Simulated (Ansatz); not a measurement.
**Cost against result**

Saddle point of CH$_{8}$GaN, closed shell (CH₅N ([CH3][NH2]) + GaH₃ → CH₆GaN ([CH3][NH][GaH2]) + H₂; bonds formed: H2–H5; dative contacts that become bonds: Ga1–N6; bonds broken: Ga1–H2, H5–N6), PBE0-D4/def2-TZVP structure:

| atom | x (Å) | y (Å) | z (Å) |
| --- | --- | --- | --- |
| Ga1 | -1.5540 | 0.1339 | -0.0181 |
| H2 | -1.1462 | -1.7051 | 0.1918 |
| H3 | -1.7257 | 0.3483 | -1.5549 |
| H4 | -2.5624 | 0.4516 | 1.1302 |
| H5 | -0.3598 | -1.2027 | 0.4521 |
| N6 | 0.3248 | 0.0734 | 0.5662 |
| C7 | 1.4052 | 0.3277 | -0.3651 |
| H8 | 0.5233 | 0.4216 | 1.4941 |
| H9 | 1.2108 | -0.2047 | -1.3007 |
| H10 | 1.5203 | 1.3898 | -0.6170 |
| H11 | 2.3635 | -0.0336 | 0.0214 |

Barriers are electronic and count from the start structure reached by relaxing down the imaginary mode.

Ansatz 0.2.0; basis: as named in each row; cores frozen in the correlated methods. Filled d shells of the heavier atoms are correlated. The def2 sets are not built for correlating such inner shells, so the correlated values are less sure here. B3LYP uses VWN-RPA correlation. Extrapolation: Hartree–Fock as exp(−7.88 √X), correlation as X^−2.97.

Times are rough, for one single point on 4 threads of a shared host (Arm Neoverse V2).

The estimate by CCSD(T) at an estimated basis limit (MP2 extrapolated from triple and quadruple zeta, plus CCSD(T) − MP2 in triple zeta) is 40.63 kcal/mol.

```
      method       basis  time (s)  barrier (kcal/mol)  method less estimate
          HF      STO-3G   under 1               72.00                 31.38
       SPW92    def2-SVP   under 1               32.41                 -8.22
      PBE-D4      STO-3G   under 1               44.46                  3.83
    B3LYP-D4       6-31G   under 1               40.84                  0.21
      PBE-D4    def2-SVP   under 1               34.58                 -6.05
     PBE0-D4    def2-SVP   under 1               38.60                 -2.02
       SPW92  def2-TZVPP         1               32.38                 -8.25
     BLYP-D4  def2-TZVPP         1               36.04                 -4.59
      PBE-D4  def2-TZVPP         2               34.53                 -6.09
     PBE0-D4  def2-TZVPP         2               38.28                 -2.35
    B3LYP-D4  def2-TZVPP         2               39.01                 -1.61
    BHLYP-D4  def2-TZVPP         2               43.45                  2.83
CAM-B3LYP-D4  def2-TZVPP         2               40.71                  0.08
   r2SCAN-D4  def2-TZVPP         3               37.32                 -3.31
  r2SCAN0-D4  def2-TZVPP         3               39.93                 -0.70
  RPA on PBE  def2-TZVPP         3               40.92                  0.29
     wB97M-V    def2-SVP         4               40.80                  0.17
     CCSD(T)    def2-SVP         4               43.95                  3.32
      B2PLYP  def2-TZVPP         4               39.99                 -0.63
    PBE-QIDH  def2-TZVPP         4               40.62                 -0.01
     wB97X-V  def2-TZVPP         6               41.31                  0.68
     wB97M-V  def2-TZVPP         6               41.02                  0.40
      B97M-V  def2-TZVPP         7               40.74                  0.12
         MP2  def2-QZVPP        16               39.22                 -1.41
     CCSD(T)  def2-TZVPP        76               41.52                  0.89
```

All methods are single points on the PBE0-D4 structures.

No T1 diagnostic of these runs exceeds 0.015.

The step is the kind of exchange with an N–H group that builds nitride films in atomic layer and chemical vapour deposition.

Labels in which every atom is bracketed show which atoms are joined, not bond orders.
